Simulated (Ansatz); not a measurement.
One change: `B[CH](Cl)[GaH2]` becomes `BC(C)Cl`.

Ansatz, PBE0-D4/def2-TZVP geometries, multiplicity 1. 

Scalar relativity is left out up to krypton.

| property | `B[CH](Cl)[GaH2]` |
| --- | --- |
| HOMO energy (PBE0/def2-TZVPP) / eV | -7.81 |
| LUMO energy (PBE/def2-TZVPP) / eV | -2.11 |
| HOMO–LUMO gap (PBE/def2-TZVPP) / eV | 4.60 |
| zero-point energy (PBE0-D4/def2-TZVP) / kJ/mol | 137.7 |
| LUMO energy (B3LYP/def2-TZVPP) / eV | -1.51 |
| HOMO–LUMO gap (B3LYP/def2-TZVPP) / eV | 6.08 |

Task: Give the same properties after the change, and the shifts. (An estimate is asked.)

Result: The calculation gave: 
| property | `BC(C)Cl` | shift |
| --- | --- | --- |
| HOMO energy (PBE0/def2-TZVPP) / eV | -8.71 | -0.90 |
| LUMO energy (PBE/def2-TZVPP) / eV | -1.43 | 0.68 |
| HOMO–LUMO gap (PBE/def2-TZVPP) / eV | 5.93 | 1.33 |
| zero-point energy (PBE0-D4/def2-TZVP) / kJ/mol | 203.5 | 65.8 |
| LUMO energy (B3LYP/def2-TZVPP) / eV | -0.63 | 0.88 |
| HOMO–LUMO gap (B3LYP/def2-TZVPP) / eV | 7.86 | 1.78 |

With PBE0 the HOMO falls by 0.90 eV and the LUMO rises by 0.92 eV, so the gap widens by about 1.82 eV. PBE moves the HOMO by -0.65 eV and ωB97M-V by -1.02 eV. The zero-point energy changes by 65.8 kJ/mol with +3 modes.

B3LYP here is the variant with VWN-RPA as its local correlation; programs differ in this.
